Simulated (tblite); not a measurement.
Isomers of [C5H12F3P2]+ (charge +1). Calculated harmonic vibrations of the isolated species, GFN2-xTB (tblite), most abundant isotopes, no scaling. Errors from tens to a few hundred cm⁻¹ against measured bands are possible. Modes of hydrogen on phosphorus can be 10 to 20 % off. One conformer each.

Electronic energies: GFN2-xTB at the same geometries; isomer energies are rough at this level and their order can be wrong.

```
                SMILES  electronic energy, lowest = 0 (kJ/mol)
 CC[P@H+](P)CCC(F)(F)F                                     0.0
CC[P@@H+](CP)CC(F)(F)F                                    61.1
 CC[PH2+]CP(C)C(F)(F)F                                    64.5
```

**Question.** How do GFN2-xTB zero-point energies change the relative energies?

**Answer.** 
```tsv
SMILES	ZPE (kJ/mol)	of it from modes above 1550 cm⁻¹	electronic (kJ/mol)	with ZPE, lowest = 0 (kJ/mol)	lowest mode (cm⁻¹)	rings
CC[P@H+](P)CCC(F)(F)F	422.1	202.0	0.0	0.0	39	0
CC[P@@H+](CP)CC(F)(F)F	418.5	202.7	61.1	57.5	27	0
CC[PH2+]CP(C)C(F)(F)F	422.7	207.7	64.5	65.1	29	0
```

The zero-point energies span 4.2 kJ/mol, from `CC[P@@H+](CP)CC(F)(F)F` to `CC[PH2+]CP(C)C(F)(F)F`. The order is unchanged.

**Question.** What do entropy and thermal enthalpy add at 298.15 K and 1 bar (rigid rotor, harmonic oscillator, one conformer each)?

**Answer.** 
| SMILES | point group | symmetry number | S (J/(mol K)) | H − H(0) (kJ/mol) | ZPE + H − H(0) − TS (kJ/mol) |
| --- | --- | --- | --- | --- | --- |
| CC[P@H+](P)CCC(F)(F)F | C1 | 1 | 489.5 | 37.84 | 314.0 |
| CC[P@@H+](CP)CC(F)(F)F | C1 | 1 | 494.8 | 38.13 | 309.1 |
| CC[PH2+]CP(C)C(F)(F)F | C1 | 1 | 491.7 | 38.61 | 314.7 |
